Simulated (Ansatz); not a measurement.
Program: Ansatz. Geometries: PBE0-D4/def2-TZVP. ΔE: electronic, gas phase. CBS: MP2 limit from def2 TZ/QZ plus the TZ coupled-cluster correction, frozen cores. This one scheme is used for every species. Functionals use def2-TZVPP. HSE06 is defined as in plane-wave codes. One conformer a species, not always the lowest.

Reaction (ligand exchange at the Si–C bond): `BO[SiH2]C` + H–F → `BO[SiH2]F` + CH₄

CCSD(T)/CBS gives -1.53 eV.

Question: Another level gave -1.47 eV. Which?
A. revPBE-D4/def2-TZVPP
B. HF/def2-TZVPP
C. HSE06/def2-TZVPP
D. SCS-MP2/def2-TZVPP

Answer: C. HSE06 -1.47, SCS-MP2/def2-TZVPP -1.60, revPBE-D4 -1.39, HF/def2-TZVPP -1.78 eV.

Largest T1 diagnostic among the species: 0.013.

The D4 term adds +0.06 eV with B3LYP and +0.03 eV with PBE0; it sums over pairs of atoms, weighted by their polarisabilities, and B3LYP, whose exchange is more repulsive, gets the larger term. From BLYP to BHLYP (50 % exact exchange), in def2-TZVPP and without D4, ΔE moves by −0.06 eV.

B3LYP here is the variant with VWN-RPA as its local correlation; programs differ in this.
